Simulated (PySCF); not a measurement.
## Excitation energy of F⁺ by level of theory

F⁺ [He] 2s2 2p4 (3P) → F⁺ [He] 2s1 2p5 (3P), as a difference of total energies. Calculation: PySCF 2.14, in dyall-av3z; the non-relativistic Hamiltonian (point nucleus). Correlated levels: valence: 1s2 frozen; virtual orbitals above 40 to 60 times the deepest correlated orbital energy dropped. The calculations carry no spin-orbit coupling.

```csv
method,excitation energy (cm⁻¹),error (cm⁻¹)
UHF,175030,+10243
MP2 (valence),167540,+2749
SCS-MP2 (valence),166850,+2066
CCSD (valence),165530,+740
CCSD(T) (valence),164830,+41
```

Reference: 164790 cm⁻¹ (measured; NIST levels, between the centres of gravity of the two terms).

Errors of the correlated levels include the incompleteness of this basis and the frozen core.
